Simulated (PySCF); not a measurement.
PySCF input (BP86/def2-SVP):

```python
from pyscf import gto, dft

mol = gto.M(
    atom='''
    F     1.56449600   -0.46792300    0.06226100
    Ge   -0.07101200    0.01862900    0.25898200
    F    -0.23622100    1.51173100   -0.57388800
    F    -1.02342600   -1.12377900   -0.60016400
    H    -0.47126500    0.12362800    1.71871000
    ''',
    basis='def2-svp',
    charge=0,
    spin=0,
    verbose=4,
)

mf = dft.RKS(mol, xc='bp86')
mf.grids.level = 3
mf.conv_tol = 1e-9
mf.max_cycle = 100
mf.max_memory = 1500
mf.kernel()
if not mf.converged:
    mf = mf.newton()
    mf.kernel(mf.make_rdm1())
mf.dip_moment()
```

From the output:

```
diis_space = 8
diis_damp = 0
SCF conv_tol = 1e-09
SCF conv_tol_grad = None
SCF max_cycles = 100
direct_scf = True
direct_scf_tol = 1e-13
XC library pyscf.dft.libxc version 7.1.2
    S. Lehtola, C. Steigemann, M. J. T. Oliveira, and M. A. L. Marques,  SoftwareX 7, 1–5 (2018)
XC functionals = bp86
    A. D. Becke,  Phys. Rev. A 38, 3098 (1988)
    J. P. Perdew,  Phys. Rev. B 33, 8822 (1986)
    J. P. Perdew,  Phys. Rev. B 34, 7406–7406 (1986)
radial grids:
    Treutler-Ahlrichs [JCP 102, 346 (1995); DOI:10.1063/1.469408] (M4) radial grids

becke partition: Becke, JCP 88, 2547 (1988); DOI:10.1063/1.454033
pruning grids: <function nwchem_prune>
grids dens level: 3
symmetrized grids: False
atomic radii adjust function: <function treutler_atomic_radii_adjust>
small_rho_cutoff = 0
Set gradient conv threshold to 3.16228e-05
Initial guess from minao.
tot grids = 73240
init E= -2376.57217992949
  HOMO = -0.381817120248348  LUMO = -0.0680680816490882  gap/eV = 8.53755
cycle= 1 E= -2376.77618348437  delta_E= -0.204  |g|= 1.17  |ddm|= 2.38
  HOMO = -0.202846853078441  LUMO = -0.0439163897999486  gap/eV = 4.32472
cycle= 2 E= -2375.7667751376  delta_E= 1.01  |g|= 2.73  |ddm|= 2.96
  HOMO = -0.346921674082204  LUMO = -0.0576875331546605  gap/eV = 7.87046
cycle= 3 E= -2376.99484192664  delta_E= -1.23  |g|= 0.134  |ddm|= 2.18
  HOMO = -0.345063521724314  LUMO = -0.0561485543360325  gap/eV = 7.86178
cycle= 4 E= -2376.99689006504  delta_E= -0.00205  |g|= 0.0848  |ddm|= 0.17
  HOMO = -0.348518390659099  LUMO = -0.0592502626379794  gap/eV = 7.87139
cycle= 5 E= -2376.99784363689  delta_E= -0.000954  |g|= 0.00988  |ddm|= 0.0511
  HOMO = -0.347627796788595  LUMO = -0.058193660892794  gap/eV = 7.87590
cycle= 6 E= -2376.99787159467  delta_E= -2.8e-05  |g|= 0.00129  |ddm|= 0.0125
  HOMO = -0.347692887478344  LUMO = -0.0581946850110127  gap/eV = 7.87765
cycle= 7 E= -2376.99787192912  delta_E= -3.34e-07  |g|= 0.000322  |ddm|= 0.00171
  HOMO = -0.347717088969673  LUMO = -0.0582198652244466  gap/eV = 7.87762
cycle= 8 E= -2376.99787196008  delta_E= -3.1e-08  |g|= 3.92e-05  |ddm|= 0.000449
  HOMO = -0.347718142526634  LUMO = -0.058220124028491  gap/eV = 7.87764
cycle= 9 E= -2376.99787196017  delta_E= -8.5e-11  |g|= 3.35e-05  |ddm|= 4.52e-05
  HOMO = -0.347718615074795  LUMO = -0.0582202341005535  gap/eV = 7.87765
cycle= 10 E= -2376.99787196035  delta_E= -1.81e-10  |g|= 3.71e-06  |ddm|= 2.45e-05
  HOMO = -0.347718101934143  LUMO = -0.058219952560798  gap/eV = 7.87765
Extra cycle  E= -2376.99787196036  delta_E= -9.55e-12  |g|= 6.82e-06  |ddm|= 8.51e-06
converged SCF energy = -2376.99787196036
Dipole moment(X, Y, Z, Debye): -0.59742,  0.15673,  2.17873
```

The geometry given is a B3LYP-D3(BJ)/def2-TZVP minimum.
